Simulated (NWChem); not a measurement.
System: CdH2SO; SMILES [OH][Cd][SH]

Input file for NWChem:

```
start job
memory heap 200 mb stack 900 mb global 1100 mb
geometry units angstroms noautoz
  Cd    -0.451353     0.145865     0.020699
  O     -0.750701     2.062043     0.352329
  H     -0.379546     2.605385    -0.352342
  S     -0.190523    -2.146162    -0.318564
  H      1.009703    -2.189753     0.303099
end
basis spherical
  * library 3-21g
end
dft
  xc hfexch
  iterations 150
  mulliken
end
task dft energy
```

Coordinates come from a PBE0/def2-SVP (def2 core potentials past Kr) optimisation.

Question: Predict the main results of this run. (Hartree-Fock/3-21G, non-relativistic.) Quantities: basis functions; energy (Ha); highest occupied level (eV); orbital gap (eV); dipole (D).

Answer: 
```
Quantity                        Value
---------------------------  --------
number of basis functions          62
energy (Ha)                  -5911.02
highest occupied level (eV)    -10.04
orbital gap (eV)                10.91
dipole (D)                       2.44
```
